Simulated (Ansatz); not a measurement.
`[NH2][GeH2][S][GeH2][NH2]` at its PBE0-D4/def2-TZVP geometry, where that method's forces vanish. Charge 0, multiplicity 1.

| atom | x (Å) | y (Å) | z (Å) |
| --- | --- | --- | --- |
| N1 | -0.5428 | 0.7702 | -1.4605 |
| Ge2 | 0.5136 | -0.7443 | -1.5889 |
| S3 | 0.1372 | -1.9763 | 0.2032 |
| Ge4 | 0.5124 | -0.3535 | 1.7161 |
| N5 | -0.8012 | 0.9131 | 1.8211 |
| H6 | -0.2354 | 1.5219 | -2.0646 |
| H7 | -1.5215 | 0.5924 | -1.6465 |
| H8 | 0.1951 | -1.6436 | -2.7998 |
| H9 | 1.9588 | -0.2205 | -1.6381 |
| H10 | 1.8122 | 0.3560 | 1.3076 |
| H11 | 0.6160 | -1.0790 | 3.0636 |
| H12 | -0.9699 | 1.3073 | 0.9009 |
| H13 | -1.6745 | 0.5563 | 2.1858 |

For each bond, give half the difference of the two atoms' forces along it (eV/Å; positive pushes the atoms apart) under PBE-D4, r2SCAN-D4, B3LYP-D4, ωB97M-V in def2-TZVPP. (Estimate.)

Ansatz gave: 
```
   bond  length (Å)  PBE-D4  r2SCAN-D4  B3LYP-D4  ωB97M-V
 N1–Ge2       1.851    0.19       0.06      0.21     0.07
  N1–H6       1.012    0.20       0.02     -0.05    -0.03
  N1–H7       1.012    0.21       0.03     -0.05    -0.02
 Ge2–S3       2.207    0.13       0.03      0.18     0.03
 Ge2–H8       1.542    0.02      -0.06     -0.10    -0.11
 Ge2–H9       1.538    0.04      -0.06     -0.07    -0.10
 S3–Ge4       2.250    0.13       0.05      0.17     0.00
 Ge4–N5       1.828    0.19       0.06      0.20     0.08
Ge4–H10       1.536    0.04      -0.05     -0.07    -0.09
Ge4–H11       1.534    0.04      -0.06     -0.10    -0.11
 N5–H12       1.015    0.24       0.02     -0.07    -0.06
 N5–H13       1.011    0.22       0.03     -0.04    -0.02
```

B3LYP here is the variant with VWN-RPA as its local correlation; programs differ in this.
